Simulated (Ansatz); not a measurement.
`BC(=C)N1C[SiH2]1` + HBr → `BC(=C)Br` + `C1N[SiH2]1`  (substitution at a C–N bond)

Isolated molecules relaxed with PBE0-D4/def2-TZVP in Ansatz; ΔE leaves out vibrations. CBS: MP2 limit from def2 TZ/QZ plus the TZ coupled-cluster correction, frozen cores. DFT in def2-TZVPP. For Br outer-core shells are correlated without core-valence functions, which leaves a few kJ/mol of doubt a bond. Scalar relativity is left out up to krypton. Each species was taken in one conformer, which may not be the lowest.

| species | r2SCAN-D4 energy (Eh) |
| --- | --- |
| `BC(=C)N1C[SiH2]1` | -488.08106 |
| HBr | -2574.74147 |
| `BC(=C)Br` | -2677.53228 |
| `C1N[SiH2]1` | -385.28172 |

Work out ΔE.

ΔE = (-2677.53228) + (-385.28172) − (-488.08106) − (-2574.74147) = 0.00853 Eh = +5.4 kcal/mol. CCSD(T)/CBS gives +3.9 kcal/mol.

Largest T1 diagnostic among the species: 0.013.

The D4 term adds +1.8 kcal/mol with B3LYP and +1.1 kcal/mol with PBE0; it sums over pairs of atoms, weighted by their polarisabilities, and B3LYP, whose exchange is more repulsive, gets the larger term. In def2-TZVPP, CCSD(T) changes the Hartree–Fock value by +0.9 kcal/mol (the triples alone add +0.3 kcal/mol) and MP2 by +1.0 kcal/mol.

B3LYP here is the variant with VWN-RPA as its local correlation; programs differ in this.
